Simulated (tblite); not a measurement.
Species: C7H11BSi.
Geometry (GFN2-xTB, Å), atoms numbered from 1 in this order:
```
atom  x, y, z in Å
Si1    2.8270    0.3372   -0.8348
C2     1.8571   -0.1659    0.7364
C3     0.3857   -0.1327    0.4653
C4    -0.2100   -1.3107    0.0895
C5    -1.5412   -1.6165   -0.2567
C6    -2.6321   -0.7982   -0.3160
B7    -2.7190    0.6920   -0.0310
C8    -1.5094    1.5253    0.3815
C9    -0.2184    1.1471    0.5838
H10    4.2541    0.3313   -0.5059
H11    2.5422   -0.6300   -1.8944
H12    2.4103    1.6757   -1.2515
H13    2.1716   -1.1630    1.0453
H14    2.1103    0.5190    1.5462
H15    0.4596   -2.1653    0.0559
H16   -1.6883   -2.6657   -0.5038
H17   -3.5467   -1.3053   -0.6128
H18   -3.7614    1.2291   -0.1348
H19   -1.6807    2.5862    0.5476
H20    0.4842    1.9211    0.8869
```

All values are computed: GFN2-xTB (tblite) harmonic vibrations without scaling, gas phase. Against measured fundamentals such values can be off by several per cent, at times by over 20. Modes of hydrogen on boron and silicon can be 10 to 20 % off. One conformer, not necessarily the lowest.

Harmonic wavenumbers (cm⁻¹): 50.8, 62.9, 105.0, 130.4, 170.4, 311.6, 350.2, 367.4, 419.4, 423.2, 512.4, 522.5, 551.6, 637.2, 703.2, 745.3, 768.0, 779.8, 783.9, 785.7, 795.7, 807.4, 832.5, 833.7, 899.2, 917.4, 962.0, 965.2, 985.9, 1084.9, 1139.7, 1194.2, 1195.2, 1256.8, 1274.0, 1306.8, 1379.5, 1420.1, 1452.1, 1476.0, 1483.5, 1581.3, 1599.1, 2261.4, 2277.0, 2279.8, 2580.5, 2976.2, 2983.5, 2986.8, 2990.6, 3006.8, 3009.2, 3022.1.

A = 2740, B = 832.3, C = 711.7 MHz; mass 134.072 u (most abundant isotopes); point group C1, symmetry number 1.

**Question.** What is the zero-point energy?

**Answer.** ½Σν̃ = 33198 cm⁻¹ = 94.92 kcal/mol.

**Question.** What is S at 350 K and 1 bar for an ideal gas of classical rigid rotors and harmonic oscillators?

**Answer.** Translation 41.41, rotation 30.15, vibration 34.39: S = 106.0 cal/(mol K).

**Question.** And Cp and H(350 K) − H(0)?

**Answer.** Cp = 46.98 cal/(mol K), of which vibrations give 39.03 (their classical limit is 54 R = 107.3); H(350 K) − H(0) = 9.24 kcal/mol without the zero-point energy, 6.46 from vibrations.

**Question.** What must be added to the electronic energy to get the Gibbs energy at 350 K and 1 bar?

**Answer.** ZPE + [H(350 K) − H(0)] − T·S = 94.92 + 9.24 − 37.08 = 67.08 kcal/mol.

**Question.** Blend soft modes into free rotors: weight 1/[1 + (100 cm⁻¹/ν̃)⁴] for the oscillator and the rest for a rotor with moment μB/(μ + B), μ = h/(8π²ν), B = 10⁻⁴⁴ kg m². What vibrational entropy results?

**Answer.** 31.56 cal/(mol K) in place of 34.39, which changes −T·S at 350 K by +0.99 kcal/mol.

**Question.** Which modes carry the vibrational entropy at 350 K?

**Answer.** 50.8 cm⁻¹: 5.10; 62.9 cm⁻¹: 4.68; 105.0 cm⁻¹: 3.67; 130.4 cm⁻¹: 3.25; 170.4 cm⁻¹: 2.73; 311.6 cm⁻¹: 1.63 cal/(mol K); the other 48 give 13.33 together.

Hindered rotation and anharmonicity are outside this model. Other conformers, if any are populated, would add a mixing term that is left out. The structure is chiral; the term R ln 2 for an equal mix with its mirror image is left out.
